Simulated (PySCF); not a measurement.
HgI: energy against distance

Set-up: Hg cc-pVDZ-PP with ECP60, I cc-pVDZ-PP with ECP28; scalar-relativistic core potentials (PySCF 2.14). Energies in eV from Hg + I in their ground configurations at the same level. All curves are PBE0. state 1: ²Σ⁺ (doublet), unpaired electrons σ ↑; state 2: quartet, unpaired electrons σ ↑, π ↑↑, a mixture of terms (⟨Lz²⟩ = 2.0), a second solution, started from another occupation.

| R (Å) | state 1 | state 2 |
| --- | --- | --- |
| 2.396 | 0.0146 | 5.5501 |
| 2.507 | -0.3692 | 5.0677 |
| 2.619 | -0.5602 | 4.7763 |
| 2.702 | -0.6215 | 4.6424 |
| 2.786 | -0.6366 | 4.5595 |
| 2.870 | -0.6213 | 4.5139 |
| 2.981 | -0.5726 | 4.4939 |
| 3.120 | -0.4907 | 4.5114 |
| 3.288 | -0.3880 | 4.5669 |
| 3.510 | -0.2689 | 4.6626 |

Task: Put a parabola through the three lowest points of the state 1 curve and estimate Re, k and ωe (reduced mass 77.94 u; 1 eV/Å² = 0.16022 mdyn/Å; ωe = 1302.8·√(k/μ) cm⁻¹).

Result: Through R = 2.702, 2.786, 2.87 Å the second-order coefficient is 2.15 eV/Å², so Re ≈ 2.786 Å, k ≈ 0.690 mdyn/Å and ωe ≈ 123 cm⁻¹. A polynomial fit of higher order to the unrounded PBE0 energies gives Re = 2.780 Å, k = 0.714 mdyn/Å, ωe = 125 cm⁻¹; anharmonicity and rounding make the difference.

The higher-order fit for each curve: state 1: Re = 2.780 Å, ωe = 125 cm⁻¹, De = 0.64 eV; state 2: Re = 2.988 Å, ωe = 91.8 cm⁻¹, minimum 4.49 eV above the ground-state fragments.

These are scalar-relativistic numbers at best; spin–orbit coupling would shift them, the dissociation energy most. Counting both spins, an empty level lies below a filled one in some of these solutions, because spin and occupation are held. The state is the lowest determinant that a PBE0 search found; another state may lie lower at other levels.
